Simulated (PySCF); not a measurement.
Computed with CAM-B3LYP-D3(BJ)/def2-TZVP (PySCF). Gas-phase values, no solvent. Delta-SCF ions had no search for a lower state. 

Reference species (SMILES): `BC` (neutral, multiplicity 1).

```json
{
  "HOMO–LUMO gap": "10.35 eV",
  "vertical ionisation energy (Delta-SCF)": "11.87 eV",
  "HOMO": "-10.49 eV"
}
```

Changed species: `B` (0 of 3 H replaced by CH3; the reference has 1 of 3 H replaced by CH3).

Problem. What does the change do to the HOMO–LUMO gap, vertical ionisation energy (Delta-SCF) and HOMO?

Solution. the HOMO–LUMO gap rises by 0.23 eV, to 10.58 eV; the vertical ionisation energy (Delta-SCF) rises by 1.32 eV, to 13.19 eV; the HOMO falls by 0.97 eV, to -11.46 eV.
